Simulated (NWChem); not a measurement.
# SiBrClF₂; SMILES F[Si](F)(Cl)Br

```xyz
5

F     -1.2859    -0.8398     1.2880
Si    -0.3838    -0.5503     0.0000
F     -1.2859    -0.8398    -1.2880
Cl     1.1926    -1.8166     0.0000
Br     0.2355     1.5344     0.0000
```
Atoms are numbered in this order, from 1.

All runs: NWChem. Geometry: optimised at PBE0/def2-SVP. Total energies compare along this basis series because the functional is fixed.

```tsv
level	basis functions	energy (Ha)	highest occupied level (eV)	orbital gap (eV)	dipole (D)
TPSS/pcseg-1	91	-3523.3454	-8.30	6.80	0.90
TPSS/aug-pcseg-1	136	-3523.3631	-8.23	6.57	0.82
TPSS/pcseg-2	171	-3523.8981	-8.21	6.79	0.87
TPSS/STO-3G	46	-3484.2296	-4.75	6.79	1.81
TPSS/def2-SVP	96	-3523.0086	-8.04	6.95	0.71
```
